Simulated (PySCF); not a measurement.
Method: PySCF 2.14.0 with PBE-D3(BJ)/def2-TZVP // PBE0-D3(BJ)/def2-TZVP. Isolated molecules, 0 K electronic values unless said otherwise. One relaxed conformer stands for a flexible species; it need not be the lowest. Excitations are Tamm–Dancoff values on a coarser integration grid. The basis has no diffuse functions, so Rydberg states are missing or too high.

Reference species (SMILES): `[SiH](=C)B` (neutral, multiplicity 1).

```yaml
S1 excitation (TDA): 3.85 eV
S1–T1 gap (TDA): 2.27 eV
HOMO: -6.06 eV
S1 oscillator strength: 0.000
```

After one change: the S1 excitation (TDA) goes up by 0.42 eV; the S1–T1 gap (TDA) falls by 0.93 eV; the HOMO goes up by 0.93 eV; the S1 oscillator strength is nearly the same.

Q: What was changed between the two runs? The new species is one of these.
A) `C=[SiH2]`
B) `C=[SiH]SC` (C–Si–S–C torsion 0°)
C) `C=[SiH]C=O` (C–Si–C–O torsion 0°)
D) `C=[SiH]C(=O)O` (C–Si–C–O torsion 180°, Si–C–O–H torsion 180°)

A: B, `C=[SiH]SC` (C–Si–S–C torsion 0°)
